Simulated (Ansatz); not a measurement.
Basis-set extrapolation for C2H5BN2, SMILES `NC1=NCB1` (PBE0-D4/def2-TZVP geometry, frozen core, the Gaussian-basis code of Ansatz). Multiplicity 1, RHF reference.

```
                      def2-TZVPP   def2-QZVPP
                 HF  -212.249827  -212.259480
    MP2 correlation    -0.833273    -0.888569
CCSD(T) correlation    -0.897353      not run
```

Energies in hartree. Use E(X) = E(∞) + A·exp(−7.88·√X) for Hartree–Fock and E(X) = E(∞) + B·X^(−2.97) for correlation, with X = 3 and 4, and add CCSD(T) minus MP2 of the smaller set to the MP2 limit.

What is the CCSD(T) energy at the basis-set limit?

HF limit: -212.259480 + (-0.009653) × 0.13774 = -212.26081. MP2 limit: -0.888569 + (-0.055296) × 0.74074 = -0.92953. Higher-order term: -0.897353 − (-0.833273) = -0.06408. Total: -213.25442 hartree, 281.6 kJ/mol below CCSD(T)/def2-TZVPP.
